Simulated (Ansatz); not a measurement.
One change: `C[O][GaH2]` becomes `C[O][InH2]`.

Ansatz, PBE0-D4/def2-TZVP geometries, multiplicity 1. 

Elements past krypton have def2 core potentials. Scalar relativity is left out up to krypton.

```csv
property,`C[O][GaH2]`
HOMO–LUMO gap (PBE/def2-TZVPP) / eV,4.44
size of the dipole moment (ωB97M-V/def2-TZVPP) / D,1.12
LUMO energy (ωB97M-V/def2-TZVPP) / eV,0.47
zero-point energy (PBE0-D4/def2-TZVP) / kJ/mol,144.4
HOMO–LUMO gap (B3LYP/def2-TZVPP) / eV,6.14
HOMO energy (ωB97M-V/def2-TZVPP) / eV,-10.25
```

(1) Give the same properties after the change, and the shifts. (Estimate.)

## Answers

(1) Ansatz gave: 
| property | `C[O][InH2]` | shift |
| --- | --- | --- |
| HOMO–LUMO gap (PBE/def2-TZVPP) / eV | 3.68 | -0.76 |
| size of the dipole moment (ωB97M-V/def2-TZVPP) / D | 1.70 | 0.58 |
| LUMO energy (ωB97M-V/def2-TZVPP) / eV | -0.11 | -0.58 |
| zero-point energy (PBE0-D4/def2-TZVP) / kJ/mol | 138.9 | -5.5 |
| HOMO–LUMO gap (B3LYP/def2-TZVPP) / eV | 5.28 | -0.86 |
| HOMO energy (ωB97M-V/def2-TZVPP) / eV | -9.68 | 0.57 |

With PBE0 the HOMO rises by 0.56 eV and the LUMO falls by 0.31 eV, so the gap narrows by about 0.87 eV. PBE moves the HOMO by 0.53 eV and ωB97M-V by 0.57 eV. Dipoles are sizes alone; their direction can turn.

B3LYP here is the variant with VWN-RPA as its local correlation; programs differ in this.
